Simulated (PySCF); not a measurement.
Ligands exchanged one at a time, Si NH2-C2H5. Isolated molecules, 0 K electronic values unless said otherwise. One relaxed conformer stands for each flexible species; it need not be the lowest. Strings in code marks are SMILES.

Method: PBE-D3(BJ)/def2-TZVP // B3LYP-D3(BJ)/def2-SVP run with PySCF. Excitations are Tamm–Dancoff values on a coarser integration grid. The basis has no diffuse functions, so Rydberg states are missing or too high.

```tsv
species	S1–T1 gap (TDA) (eV)	S1 excitation (TDA) (eV)	LUMO (eV)	S1 oscillator strength
0 of 4 NH2 replaced by C2H5 (`N[Si](N)(N)N`)	0.15	5.31	-0.03	?
1 of 4 NH2 replaced by C2H5 (`CC[Si](N)(N)N`)	0.19	?	-0.03	0.031
2 of 4 NH2 replaced by C2H5	?	?	-0.10	0.036
3 of 4 NH2 replaced by C2H5 (`CC[Si](N)(CC)CC`)	0.24	5.55	-0.03	0.032
4 of 4 NH2 replaced by C2H5 (`CC[Si](CC)(CC)CC`)	0.09	6.55	–	0.004
```

Task: Some entries are withheld; supply them.

Result: 
- 0 of 4 NH2 replaced by C2H5 (`N[Si](N)(N)N`), S1 oscillator strength: 0.000
- 1 of 4 NH2 replaced by C2H5 (`CC[Si](N)(N)N`), S1 excitation (TDA) (eV): 5.49
- 2 of 4 NH2 replaced by C2H5, S1–T1 gap (TDA) (eV): 0.17
- 2 of 4 NH2 replaced by C2H5, S1 excitation (TDA) (eV): 5.43
